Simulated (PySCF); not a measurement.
```xyz
13

N     -0.0885     1.8078    -0.7255
Si    -0.1520     0.4997     0.4033
Si    -1.7727    -1.0257    -0.3178
Si     1.9487    -0.5282     0.4679
H      0.6658     2.4742    -0.6732
H     -0.9425     2.2594    -1.0124
H     -0.5005     0.8835     1.8110
H     -1.9636    -2.0824     0.7130
H     -3.0805    -0.3447    -0.5372
H     -1.3651    -1.6715    -1.5946
H      3.0186     0.4707     0.7506
H      1.9733    -1.5560     1.5443
H      2.2590    -1.1868    -0.8295
```

Charge 0, multiplicity 1.

Task: Give the Mulliken and meta-Löwdin atomic charges from ωB97X-D3(BJ)/def2-TZVP // PBE0-D3(BJ)/def2-TZVP in PySCF 2.14.0.

Result: 
| atom | Mulliken (e) | meta-Löwdin (e) |
|---|---|---|
| N1 | -0.63 | -0.73 |
| Si2 | 0.28 | 0.45 |
| Si3 | 0.05 | 0.24 |
| Si4 | 0.05 | 0.24 |
| H5 | 0.23 | 0.23 |
| H6 | 0.23 | 0.23 |
| H7 | -0.06 | -0.13 |
| H8 | -0.02 | -0.09 |
| H9 | -0.03 | -0.09 |
| H10 | -0.02 | -0.09 |
| H11 | -0.03 | -0.09 |
| H12 | -0.02 | -0.09 |
| H13 | -0.02 | -0.09 |
